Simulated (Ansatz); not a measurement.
Reaction (hydrogenolysis of the Si–S bond): `FB[SiH2]S` + H₂ → `FB[SiH3]` + H₂S

Computed with Ansatz on PBE0-D4/def2-TZVP structures; ΔE is electronic, products minus reactants. CCSD(T)/CBS adds triple-zeta CCSD(T) − MP2 to the extrapolated MP2 energy (def2 sets, frozen cores). This one scheme is used for every species. DFT in def2-TZVPP. B3LYP here is the variant with VWN-RPA as its local correlation; programs differ in this. HSE06 is defined as in plane-wave codes. Each species was taken in one conformer, which may not be the lowest.

| level | ΔE (kJ/mol) | difference from CCSD(T)/CBS |
| --- | --- | --- |
| PBE-D4 | 40.9 | 5.3 |
| BLYP-D4 | 37.8 | 2.2 |
| B3LYP-D4 | 34.3 | -1.3 |
| BLYP | 26.1 | -9.5 |
| PBE0 | 32.3 | -3.3 |
| r2SCAN0 | 35.9 | 0.3 |
| HSE06 | 32.7 | -2.9 |
| CAM-B3LYP | 22.1 | -13.5 |
| LC-ωPBE | 28.3 | -7.3 |
| CCSD(T)/def2-SVP | 15.6 | -20.0 |
| MP2/def2-TZVPP | 40.1 | 4.5 |
| SCS-MP2/def2-TZVPP | 32.6 | -3.0 |
| CCSD/def2-TZVPP | 25.2 | -10.4 |
| CCSD(T)/def2-TZVPP | 30.1 | -5.5 |
| HF/def2-QZVPP | 12.8 | -22.8 |
| MP2/CBS(def2) | 45.6 | 10.0 |
| CCSD(T)/CBS | 35.6 | 0 |

Q: What do rigid-rotor, harmonic-oscillator terms from PBE0-D4/def2-TZVP frequencies (298.15 K, 1 bar) make of the CCSD(T)/CBS value? (An estimate is asked.)

A: Computed: ΔZPE = +6.4 kJ/mol, ΔH = +39.5 kJ/mol, ΔS = 32 J/(mol·K), ΔG = +30.0 kJ/mol. Modes under 50 cm⁻¹ make the entropy rough.

Largest T1 diagnostic among the species: 0.014.

In def2-TZVPP, CCSD(T) changes the Hartree–Fock value by +17.0 kJ/mol (the triples alone add +4.9 kJ/mol) and MP2 by +26.9 kJ/mol. At CCSD(T), def2-SVP lies −20.0 kJ/mol from the extrapolated value and def2-TZVPP −5.5 kJ/mol. The D4 term adds +9.4 kJ/mol with B3LYP and +5.0 kJ/mol with PBE0; it sums over pairs of atoms, weighted by their polarisabilities, and B3LYP, whose exchange is more repulsive, gets the larger term.
